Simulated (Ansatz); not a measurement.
`CB[TeH]` + H₂ → `B[TeH]` + CH₄ at 700 K and 1 bar (hydrogenolysis of a B–C bond).

Program: Ansatz. Geometries: PBE0-D4/def2-TZVP. ΔE: electronic, gas phase. CCSD(T)/CBS is the MP2 limit (def2-TZVPP, def2-QZVPP) plus CCSD(T) − MP2 in def2-TZVPP, frozen cores. This one scheme is used for every species. Elements past krypton have def2 core potentials. For Te outer-core shells are correlated without core-valence functions, which leaves a few kJ/mol of doubt a bond.

```tsv
species	CCSD(T)/CBS energy (Eh)	H − E (kJ/mol)	S (J/(mol·K))
`CB[TeH]`	-333.59211	203.9	394.8
H₂	-1.17544	46.8	155.3
`B[TeH]`	-294.31292	110.7	324.5
CH₄	-40.46206	145.9	224.0
```

H − E and S are ideal-gas, rigid-rotor, harmonic terms from PBE0-D4/def2-TZVP. The MP2-based limit puts H₂ 0.8 mEh under its directly extrapolated value; such offsets cancel only in part. 1 Eh = 2625.50 kJ/mol, R = 8.31446 J/(mol·K).

Q: By hand: ΔE, ΔH, ΔS and ΔG.

A: ΔE = (-294.31292) + (-40.46206) − (-333.59211) − (-1.17544) = -0.00743 Eh = -19.5 kJ/mol. Δ(H − E) = 110.7 + 145.9 − 203.9 − 46.8 = 5.9, so ΔH = -13.6 kJ/mol. ΔS = 324.5 + 224.0 − 394.8 − 155.3 = -1.6 J/(mol·K). ΔG = -13.6 − 700 × (-1.6)/1000 = -12.5 kJ/mol.

Q: By hand: the equilibrium constant, and the temperature at which ΔG would vanish if ΔH and ΔS stayed fixed.

A: log₁₀ K = −ΔG/(RT ln 10) = 0.9. ΔG = 0 at ΔH/ΔS = 8500 K, far beyond where these terms or the molecules hold.

The number of gas molecules stays the same, so ΔS is small and ΔH decides. A doubt of 5 kJ/mol in ΔE shifts log₁₀ K by 0.4 here. These are equilibria of isolated gas molecules and say nothing of rates. Largest T1 diagnostic: 0.015 (customary marks: 0.02 for closed shells, 0.045 for open ones).
